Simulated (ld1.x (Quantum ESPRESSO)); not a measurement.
## iron: excitation energies, all-electron against TM

iron, norm-conserving Troullier–Martins (Kleinman–Bylander form), made with ld1.x (Quantum ESPRESSO) 7.5 (PBE, scalar-relativistic). Core [Ne], reference 3s2 3p6 3d6 4s1.5 4p0 (charge +0.5). Waves: 3s (bound): rc 1.00 bohr; 3p (bound): rc 1.30 bohr; 3d (bound): rc 1.05 bohr. Local part: all-electron potential smoothed inside 0.85 bohr (lloc = -1). Core correction: none.

Occupied shells without a wave of their own: 4s. They enter only through the test configuration that unscreens the potential.

Energies are relative to the spin-unpolarised reference configuration 3s2 3p6 3d6 4s1.5 4p0; without spin polarisation the order of configurations can differ from experiment.

| valence configuration | charge | ΔE all-electron (eV) | error AE − PS (meV) |
| --- | --- | --- | --- |
| 3s2 3p6 3d6 4s2 4p0 | 0 | -3.484 | +92 |
| 3s2 3p6 3d6 4s1 4p0 | +1 | 5.245 | -122 |
| 3s2 3p6 3d6 4s0 4p0 | +2 | 21.448 | -470 |
| 3s2 3p6 3d4 4s0 4p0 | +4 | 108.761 | -1004 |
| 3s2 3p6 3d5 4s0 4p0 | +3 | 55.671 | -730 |

(1) What are ΔE and the potential's error for 3s2 3p6 3d7 4s0 4p0?

(2) What are ΔE and the potential's error for 3s2 3p6 3d5 4s2 4p0?

Levels in the configuration 3s2 3p6 3d5 4s0 4p0:

| level | all-electron (eV) | pseudo (eV) |
| --- | --- | --- |
| 3s | -131.169 | -131.489 |
| 3p | -96.961 | -97.276 |
| 3d | -43.215 | -43.491 |

Answers

(1) ΔE = 3.152 eV all-electron; the error (AE − PS) is -270 meV.

(2) ΔE = 10.723 eV all-electron; the error (AE − PS) is +189 meV.

The 4s level has no wave, so the channel is fitted at the deeper level alone: the likely source of the large errors.
